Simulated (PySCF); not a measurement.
**Radial density of Be (beryllium, neutral)**

UHF, [He] 2s1 2p1, high-spin 3P determinant (an excited configuration). Calculation: PySCF 2.14, in cc-pVTZ (4s3p2d1f, 30 functions); no relativity, point nucleus.

```
r (bohr)  4πr²ρ (e/bohr)  4πr²(ρα − ρβ)
 0.00547         0.01250         0.0002
 0.00920         0.03443         0.0007
  0.0155         0.09244         0.0017
  0.0260          0.2407         0.0045
  0.0438          0.5913         0.0111
  0.0736           1.323         0.0247
   0.124           2.528         0.0459
   0.208           3.740         0.0628
   0.350           3.651         0.0496
   0.589           1.849         0.0409
   0.991          0.5538         0.2492
    1.67          0.6813         0.6727
    2.80          0.6056         0.6056
    4.72          0.1418         0.1418
    7.93        0.005258         0.0053
```
